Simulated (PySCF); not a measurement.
**Electronic absorption of C4H11NOSi**

Compound: C₄H₁₁NOSi.
Z-matrix (Å and degrees, GFN2-xTB geometry), rows numbered from 1:
```
C 
C   1  1.3231
Si  2  1.8877  1  124.92
O   3  1.6304  2  113.63  1   -61.95
N   3  1.7251  2  106.33  1    57.32
C   5  1.4430  3  120.08  2  -166.59
C   5  1.4418  3  122.27  2    41.89
H   1  1.0807  2  122.89  3   178.82
H   1  1.0792  2  121.61  3    -1.75
H   2  1.0826  1  118.06  3  -178.56
H   3  1.4637  2  111.37  1  -173.23
H   4  0.9538  3  120.37  2    57.03
H   6  1.0967  5  111.70  3   -94.72
H   6  1.0942  5  109.91  3   145.30
H   6  1.0863  5  109.53  3    25.45
H   7  1.0941  5  109.75  3  -148.46
H   7  1.0971  5  111.84  3    91.67
H   7  1.0867  5  109.53  3   -28.95
```

Method used: TDDFT PBE0/def2-SVPD, vertical, gas phase, core orbitals frozen in the response in PySCF.

Problem. Predict the UV-vis stick spectrum at this level.

Solution. 

| state | E (eV) | ν̃ (cm⁻¹) | f | main configurations (H = HOMO, L = LUMO) |
| --- | --- | --- | --- | --- |
| S1 | 4.68 | 37770 | 0.010 | H→L (99%) |
| S2 | 5.76 | 46440 | 0.0070 | H→L+1 (95%) |
| S3 | 6.22 | 50190 | 0.0042 | H-2→L (89%), H-1→L (8%) |
| S4 | 6.26 | 50510 | 0.041 | H→L+2 (96%) |
| S5 | 6.75 | 54450 | 0.024 | H→L+3 (87%), H→L+5 (9%) |
| S6 | 7.00 | 56450 | 0.191 | H-1→L (74%) |
| S7 | 7.07 | 57000 | 0.058 | H→L+4 (70%), H→L+5 (16%) |
| S8 | 7.17 | 57810 | 0.021 | H→L+5 (52%), H→L+6 (18%), H→L+4 (17%) |

Triplets, Tamm–Dancoff:

```json
{"state": "T1", "E (eV)": "4.19", "λ (nm)": "295.9", "main configurations (H = HOMO, L = LUMO)": "H-1→L (90%)"}
{"state": "T2", "E (eV)": "4.53", "λ (nm)": "273.6", "main configurations (H = HOMO, L = LUMO)": "H→L (97%)"}
{"state": "T3", "E (eV)": "5.63", "λ (nm)": "220.4", "main configurations (H = HOMO, L = LUMO)": "H→L+1 (88%)"}
```

The lowest singlet lies at 4.68 eV (265 nm, ultraviolet) and is weak; its leading configuration is HOMO→LUMO (99%). The strongest level in the table is S6 at 7.00 eV (177 nm, f = 0.191). Löwdin shares by element: HOMO nitrogen 54%, carbon 18% or more, silicon 8% (atoms not listed hold the other 20%); LUMO carbon 65% or more, silicon 11%, hydrogen 5% or more (atoms not listed hold the other 20%). Of the 8 states listed, 6 reach f = 0.01 and none stays under 0.0005. Orbital energies (eV): HOMO-3 -9.29, HOMO-2 -8.47, HOMO-1 -8.03, HOMO -6.40, LUMO -0.61, LUMO+1 0.42, LUMO+2 1.01. Weighted by f, the mean energy of these states is 6.82 eV. The window holds the lowest 8 singlets.

On one thread of an Arm Neoverse N1, no GPU, shared host, this took 79 s and 1.0 GiB of memory at its peak.

One conformer stands for the species.
